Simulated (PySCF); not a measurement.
Method: TPSSh-D3(BJ)/def2-TZVP // CAM-B3LYP-D3(BJ)/def2-TZVP (PySCF). All species are isolated molecules in the gas phase. One relaxed conformer stands for a flexible species; it need not be the lowest. Excitations are Tamm–Dancoff values on a coarser integration grid. The basis has no diffuse functions, so Rydberg states are missing or too high.

Reference species (SMILES): `BN=C=C` (neutral, multiplicity 1).

The T1 excitation (TDA) is 3.48 eV, the LUMO is -1.54 eV and the HOMO is -6.39 eV. The brightest of the four lowest singlets (TDA) comes out as 5.54 eV.

After one change: the T1 excitation (TDA) falls by 0.54 eV; the LUMO decreases by 0.41 eV; the HOMO rises by 0.07 eV; the brightest of the four lowest singlets (TDA) drops by 0.19 eV.

Problem. Which change was made? The new species is one of these.
A. `C=CB=N`
B. `[H]/N=C\B=C`
C. `[H]/B=C/N=C`
D. `BC#CN`

Solution. B, `[H]/N=C\B=C`
